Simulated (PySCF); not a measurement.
## Running PySCF for CaCl

File input.py (PySCF 2.14):

```python
from pyscf import gto, dft

mol = gto.M(
    atom='Ca 0 0 0; Cl 0 0 2.381',
    basis='3-21g',
    charge=0,
    spin=1,
    verbose=4,
)
mf = dft.UKS(mol, xc='pbe')
mf.kernel()
mf.analyze()
print('orbital energies (hartree):', [e[max(0, n-3):n+3].round(4) for e, n in zip(mf.mo_energy, mol.nelec)])
```

```bash
$ OMP_NUM_THREADS=1 python input.py
```

It prints (some set-up lines and the per-cycle HOMO/LUMO lines with their warnings removed):

```
PySCF version 2.14.0

[INPUT] verbose = 4
[INPUT] num. atoms = 2
[INPUT] num. electrons = 37
[INPUT] charge = 0
[INPUT] spin (= nelec alpha-beta = 2S) = 1
[INPUT] symmetry False subgroup None
[INPUT] Mole.unit = angstrom
[INPUT] Symbol           X                Y                Z      unit          X                Y                Z       unit  Magmom
[INPUT]  1 Ca     0.000000000000   0.000000000000   0.000000000000 AA    0.000000000000   0.000000000000   0.000000000000 Bohr   0.0
[INPUT]  2 Cl     0.000000000000   0.000000000000   2.381000000000 AA    0.000000000000   0.000000000000   4.499437902589 Bohr   0.0

nuclear repulsion = 75.5649944194876
number of shells = 16
number of NR pGTOs = 66
number of NR cGTOs = 30
basis = 3-21g
ecp = {}

******** <class 'pyscf.dft.uks.UKS'> ********
method = UKS
initial guess = minao
damping factor = 0
level_shift factor = 0
DIIS = <class 'pyscf.scf.diis.CDIIS'>
diis_start_cycle = 1
diis_space = 8
diis_damp = 0
SCF conv_tol = 1e-09
SCF conv_tol_grad = None
SCF max_cycles = 50
direct_scf = True
direct_scf_tol = 1e-13
number electrons alpha = 19  beta = 18
XC library pyscf.dft.libxc version 7.0.0
    S. Lehtola, C. Steigemann, M. J.T. Oliveira, and M. A.L. Marques.,  SoftwareX 7, 1–5 (2018)
XC functionals = pbe
    J. P. Perdew, K. Burke, and M. Ernzerhof.,  Phys. Rev. Lett. 77, 3865 (1996)
    J. P. Perdew, K. Burke, and M. Ernzerhof.,  Phys. Rev. Lett. 78, 1396 (1997)
    J. P. Perdew, K. Burke, and M. Ernzerhof.,  Phys. Rev. Lett. 77, 3865 (1996)
    J. P. Perdew, K. Burke, and M. Ernzerhof.,  Phys. Rev. Lett. 78, 1396 (1997)
radial grids:
    Treutler-Ahlrichs [JCP 102, 346 (1995); DOI:10.1063/1.469408] (M4) radial grids

becke partition: Becke, JCP 88, 2547 (1988); DOI:10.1063/1.454033
pruning grids: <function nwchem_prune>
grids dens level: 3
symmetrized grids: False
atomic radii adjust function: <function treutler_atomic_radii_adjust>
small_rho_cutoff = 0
Set gradient conv threshold to 3.16228e-05
tot grids = 39304
init E= -1131.14020794823

cycle= 1 E= -1131.75835286957  delta_E= -0.618  |g|= 0.256  |ddm|= 1.03
cycle= 2 E= -1131.31039129819  delta_E= 0.448  |g|= 0.795  |ddm|= 1.69
cycle= 3 E= -1131.81228158554  delta_E= -0.502  |g|= 0.0211  |ddm|= 1.29
cycle= 4 E= -1131.81268244705  delta_E= -0.000401  |g|= 0.0115  |ddm|= 0.134
cycle= 5 E= -1131.81283936545  delta_E= -0.000157  |g|= 0.000218  |ddm|= 0.0344
cycle= 6 E= -1131.81283943329  delta_E= -6.78e-08  |g|= 5.87e-05  |ddm|= 0.00112
cycle= 7 E= -1131.81283943681  delta_E= -3.52e-09  |g|= 4.73e-06  |ddm|= 0.000185
cycle= 8 E= -1131.81283943684  delta_E= -3.05e-11  |g|= 1.18e-06  |ddm|= 1.66e-05
Extra cycle  E= -1131.81283943684  delta_E= 6.82e-13  |g|= 1.93e-06  |ddm|= 6.48e-06
converged SCF energy = -1131.81283943684  <S^2> = 0.75059522  2S+1 = 2.0005951
**** SCF Summaries ****
Total Energy =                       -1131.812839436843660
Nuclear Repulsion Energy =              75.564994419487618
One-electron Energy =                -1707.242806394443960
Two-electron Energy =                  499.864972538112681
Two-electron Coulomb Energy =          563.715926573661022
DFT Exchange-Correlation Energy =      -63.850954035548327
**** MO energy ****
                             alpha | beta                alpha | beta
[8 lines left out]
MO #9   energy= -6.85189852976454  | -6.85174721939755  occ= 1 | 1
MO #10  energy= -6.85189852976453  | -6.85174721939754  occ= 1 | 1
MO #11  energy= -1.77783566671538  | -1.77490942495224  occ= 1 | 1
MO #12  energy= -1.09051394621204  | -1.08702383271049  occ= 1 | 1
MO #13  energy= -1.08957296732912  | -1.08622289963581  occ= 1 | 1
MO #14  energy= -1.08957296732911  | -1.08622289963581  occ= 1 | 1
MO #15  energy= -0.666828128843798 | -0.665055263370822 occ= 1 | 1
MO #16  energy= -0.253361777261334 | -0.249537174361739 occ= 1 | 1
MO #17  energy= -0.233608180768764 | -0.232789313967477 occ= 1 | 1
MO #18  energy= -0.233608180768759 | -0.232789313967476 occ= 1 | 1
MO #19  energy= -0.154132476333577 | -0.122048693690715 occ= 1 | 0
MO #20  energy= -0.0616175914260267 | -0.0361380749096847 occ= 0 | 0
MO #21  energy= -0.0616175914260234 | -0.0361380749096834 occ= 0 | 0
MO #22  energy= -0.0232450171924831 | -0.00404381223676287 occ= 0 | 0
[8 lines left out]

To work with the spin densities directly, `use mulliken_meta_spin()` only printing them here.

 ** Mulliken spin pop alpha/beta on meta-lowdin orthogonal AOs **
 ** Mulliken Spin Density (per AO)  **
 ** Mulliken Spin Density (per atom)  **
spin density of  0 Ca =      0.91016
spin density of  1 Cl =      0.08984
 ** Mulliken pop alpha/beta on meta-lowdin orthogonal AOs **
 ** Mulliken pop       alpha | beta **
pop of  0 Ca 1s        1.00000 | 1.00000
pop of  0 Ca 2s        0.99999 | 0.99997
pop of  0 Ca 3s        0.99997 | 0.99992
pop of  0 Ca 4s        0.90446 | 0.09366
pop of  0 Ca 5s        0.00484 | 0.00411
pop of  0 Ca 2px       0.99999 | 0.99999
pop of  0 Ca 2py       0.99999 | 0.99999
pop of  0 Ca 2pz       0.99998 | 0.99998
pop of  0 Ca 3px       0.99997 | 0.99999
pop of  0 Ca 3py       0.99997 | 0.99999
pop of  0 Ca 3pz       0.99995 | 0.99984
pop of  0 Ca 4px       0.01673 | 0.01290
[18 lines left out]
In total            19.00000 | 18.00000
 ** Mulliken atomic charges   ( Nelec_alpha | Nelec_beta ) **
charge of  0Ca =      0.84114  (    10.03451      9.12435 )
charge of  1Cl =     -0.84114  (     8.96549      8.87565 )
Dipole moment(X, Y, Z, Debye): -0.00000,  0.00000, -5.11985
orbital energies (hartree): [array([-0.2336, -0.2336, -0.1541, -0.0616, -0.0616, -0.0232]), array([-0.2495, -0.2328, -0.2328, -0.122 , -0.0361, -0.0361])]
```

In short: E(SCF) = -1131.812839 Eh, 8 cycles, ⟨S²⟩ = 0.751, μz(SCF) = -5.12 D.

It ran on Arm Neoverse N1 (1 thread, shared host) in 2.8 s.

The basis is very small, so the numbers show the basis as much as the system. The bond length is a typed value, not an optimised one. No search for the lowest solution was made.
